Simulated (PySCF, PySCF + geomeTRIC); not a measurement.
Another site gives an ion 51953.86 eV lower (`O=[CH][GeH3]`) at the level PBE-D3(BJ)/def2-TZVP // TPSSh-D3(BJ)/def2-TZVP (PySCF).

A geometry relaxed with TPSSh-D3(BJ)/def2-TZVP run with PySCF + geomeTRIC, charge 0, multiplicity 1:

```xyz
8

N      1.1210     0.3903    -0.2651
C     -1.1138    -0.4891    -0.1267
H     -1.9698    -0.6642     0.5496
H      1.9634     0.8232     0.0764
O      0.0190     0.4594     1.7482
H      1.0448     0.1094    -1.2311
C      0.0786     0.1776     0.5633
O     -1.1163    -0.7928    -1.2942
```

**Question.** Write the SMILES of this molecule.

**Answer.** `NC(=O)C=O`
